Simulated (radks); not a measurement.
Values are calculated unless marked as measured or tabulated.
Task: Species: the tellurium ion Te23+. Configuration: [Ne] 3s2 3p5.5 3d10 4s1 4f0.5 (fractional occupations, a model configuration). Level of theory: scalar-relativistic Kohn-Sham, LDA (Slater exchange, VWN5 correlation), spin-polarised, spherical densities, finite nucleus; open shells are filled with parallel spins first (spin-orbit coupling, left out, can overturn this in heavy ions); Fermi nuclear charge, rms radius 4.7423 fm (a radial shooting solver on a logarithmic mesh with Libxc functionals). Some entries of the table are withheld. Estimate them.

orbital  occ.  eigenvalue (eV)  <r^2> (bohr^2)
1s up       1        -32338.42        0.001050
1s down     1        -32336.82        0.001050
2s up       1        -5568.976         0.01689
2s down     1        -5567.889         0.01689
2p up       3        -5079.977         0.01333
2p down     3        -5078.657         0.01333
3s up       1        -1640.831          0.1147
3s down     1        -1638.031          0.1145
3p up       3        -1481.201          0.1137
3p down   2.5        -1478.361          0.1134
3d up       5        -1243.502             (1)
3d down     5        -1240.995             (2)
4s up       1        -740.6702          0.4892
4s down     0        -733.0754          0.4888
4f up     0.5        -508.9154          0.5081
4f down     0        -502.1055          0.5073

Result: 
(1) 3d up <r^2> (bohr^2): 0.09691
(2) 3d down <r^2> (bohr^2): 0.09660
